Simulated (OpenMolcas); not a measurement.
Ar V: the spin-orbit constant, worked from levels

| Quantity | Value |
| --- | --- |
| Program | OpenMolcas |
| Basis | ANO-RCC-VQZP [6s5p3d2f1g] |
| Scalar Hamiltonian | DKH2, point nucleus |
| Active space | 4 electrons in 8 orbitals (3s 3p 4s 4p) |
| State averaging | 2S+1 = 3 even, 6 roots; 2S+1 = 1 even, 11 roots; 2S+1 = 5 odd, 1 root; 2S+1 = 3 odd, 9 roots; 2S+1 = 1 odd, 8 roots |
| Spin-orbit coupling | RASSI with atomic mean-field integrals over the reference wave functions, term energies averaged over their components |

Methods: CASSCF; MS-CASPT2, IPEA 0.25 Eh, imaginary shift 0.1 Eh (closed shells correlated: 2s 2p). Measured levels: Saloman, J. Phys. Chem. Ref. Data 39, 033101 (2010).

**The spin-orbit constant.** For the Hund term ³P of p2, E(J) = (A/2) J(J+1) + constant and ζ = 2S·A = 2A. From J = 0 to J = 2 the energy changes by 3 A.

| Source | E(2) - E(0) | A | ζ |
| --- | --- | --- | --- |
| CASSCF | 1867.1 | 622.4 | 1245 |
| MS-CASPT2 | 1861.5 | 620.5 | 1241 |
| measured | 2028.8 | 676.3 | 1353 |

All in cm-1. MS-CASPT2 is off by -8.2 % and CASSCF by -8.0 %. Both methods take the spin-orbit matrix elements from the reference wave functions, so the second can move ζ only through the term energies and any multistate remixing. Second-order mixing with other terms is absorbed into this ζ.

Over all roots computed the reference weight is 0.85 to 0.99 in MS-CASPT2; the roots of lowest weight are the least certain, and an intruder state may touch them. Active for correlation alone: 4p 4s; no level in the range computed is led by a configuration that fills them, so any true level of that kind is missing. Computed and measured levels are paired by configuration, term and J; levels that our copy of the source lacks, or whose pairing is in doubt (as where it misses far off the trend of its configuration), stay unpaired and out of the deviations. Levels of configurations outside the active space are missing.
